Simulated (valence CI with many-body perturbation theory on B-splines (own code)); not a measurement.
# Energy levels of Yb56+

Level of theory: valence CI with perturbative core correlation (CI+MBPT): four valence electrons over a frozen Dirac-Fock core [Ne], radial functions for each j: 11 s, 11 p, 10 d, 8 f, 5 g, 2 h, with the one-electron correlation potential Σ1 (screened to all orders), the two-electron term Σ2, the three-electron term Σ3, Breit, model QED; selected single and double excitations, second order for the rest, scaled by the run's own slope (own B-spline code, finite nucleus).

The last digits are not significant, and no measured levels were compared; by estimate large intervals hold to a few tenths of a per cent, small ones and those within an open d or f shell to about a per cent. Among the levels kept, up to 550 cm⁻¹ of a level comes from second order outside the variational space, and about a tenth of that is noise between levels of different J, which matters for small intervals.

Levels 136 to 164 of 164, with energies above the lowest level, (3s^2 3p1/2^2) J=0. "Leading %" is the weight of the configuration and term that name the level; weights of strongly mixed levels are sums over their largest components and can fall short. In the jj column 3d3/2^4 stands for four electrons in 3d with j = 3/2. Lifetimes count E1, E2, E3, M1 and M2 decay at the calculated energies, and are blank where another channel may lead or the interval is too uncertain; long ones can be off by a factor of two.

```csv
No.,Configuration,Term,J,E (eV),Leading %,Lifetime,Second component,Leading jj
136,3s 3p2 3d,3P,1,1295.9,36,367 fs,36 % 3s 3p2 3d 1P,3s 3p3/2^2 3d5/2 (94 %)
137,3p2 3d2,3P,0,1303.4,57,5.45 ps,29 % 3p2 3d2 5D,3p1/2^2 3d3/2^2 (97 %)
138,3s 3p2 3d,1D,2,1308.2,40,327 fs,24 % 3s 3p2 3d 3P,3s 3p3/2^2 3d5/2 (92 %)
139,3p3 3d,3F°,2,1335.6,44,563 fs,18 % 3p3 3d 3D°,3p1/2 3p3/2^2 3d3/2 (87 %)
140,3p3 3d,3D°,1,1340.7,43,442 fs,38 % 3p3 3d 5D°,3p1/2 3p3/2^2 3d3/2 (92 %)
141,3p3 3d,3F°,3,1346.1,34,491 fs,25 % 3p3 3d 3G°,3p1/2 3p3/2^2 3d3/2 (88 %)
142,3p3 3d,5D°,0,1346.4,47,439 fs,27 % 3p3 3d 1S°,3p1/2 3p3/2^2 3d3/2 (91 %)
143,3p3 3d,3G°,4,1350.8,44,554 fs,35 % 3p3 3d 1G°,3p1/2 3p3/2^2 3d3/2 (89 %)
144,3p2 3d2,3F,3,1351.5,31,3.39 ps,24 % 3p2 3d2 5G,3p1/2^2 3d3/2 3d5/2 (97 %)
145,3p2 3d2,3P,2,1362.6,23,3.16 ps,9 % 3p2 3d2 5P,3p1/2^2 3d3/2 3d5/2 (97 %)
146,3p3 3d,3F°,2,1363.6,34,395 fs,22 % 3p3 3d 1D°,3p1/2 3p3/2^2 3d3/2 (85 %)
147,3p2 3d2,3P,1,1367.2,36,2.94 ps,36 % 3p2 3d2 5D,3p1/2^2 3d3/2 3d5/2 (98 %)
148,3p2 3d2,3F,4,1367.5,24,2.90 ps,21 % 3p2 3d2 3H,3p1/2^2 3d3/2 3d5/2 (97 %)
149,3p3 3d,3P°,1,1370.0,25,362 fs,20 % 3p3 3d 3S°,3p1/2 3p3/2^2 3d3/2 (63 %)
150,3p3 3d,3F°,2,1371.5,28,454 fs,16 % 3p3 3d 3P°,3p1/2 3p3/2^2 3d3/2 (70 %)
151,3p3 3d,3D°,3,1373.4,32,365 fs,16 % 3p3 3d 1F°,3p1/2 3p3/2^2 3d3/2 (76 %)
152,3p3 3d,3D°,1,1389.4,23,360 fs,17 % 3p3 3d 1P°,3p1/2 3p3/2^2 3d3/2 (59 %)
153,3s 3p 3d2,5D°,0,1390.2,79,373 fs,17 % 3s 3p 3d2 3P°,3s 3p3/2 3d3/2^2 (93 %)
154,3s 3p 3d2,5F°,2,1394.6,29,308 fs,25 % 3s 3p 3d2 5D°,3s 3p3/2 3d3/2^2 (68 %)
155,3s 3p 3d2,5F°,3,1395.0,30,356 fs,13 % 3s 3p 3d2 5G°,3s 3p3/2 3d3/2^2 (80 %)
156,3s 3p 3d2,5D°,1,1395.4,35,284 fs,15 % 3p3 3d 3D°,3s 3p3/2 3d3/2^2 (48 %)
157,3s 3p 3d2,3F°,4,1399.9,26,384 fs,18 % 3s 3p 3d2 5G°,3s 3p3/2 3d3/2^2 (81 %)
158,3p3 3d,3F°,4,1402.3,46,668 fs,25 % 3p3 3d 5D°,3p1/2 3p3/2^2 3d5/2 (85 %)
159,3p3 3d,3D°,3,1404.7,50,515 fs,22 % 3p3 3d 5D°,3p1/2 3p3/2^2 3d5/2 (89 %)
160,3p3 3d,3G°,5,1407.4,72,1.09 ps,12 % 3s 3p 3d2 3G°,3p1/2 3p3/2^2 3d5/2 (72 %)
161,3p3 3d,1G°,4,1410.0,34,562 fs,26 % 3p3 3d 5D°,3p1/2 3p3/2^2 3d5/2 (86 %)
162,3p3 3d,3P°,0,1414.9,41,626 fs,38 % 3p3 3d 1S°,3p1/2 3p3/2^2 3d5/2 (78 %)
163,3s 3p 3d2,5P°,2,1418.0,25,323 fs,24 % 3s 3p 3d2 3P°,3s 3p3/2 3d3/2^2 (79 %)
164,3p3 3d,1P°,1,1418.7,26,546 fs,25 % 3p3 3d 3D°,3p1/2 3p3/2^2 3d5/2 (69 %)
```
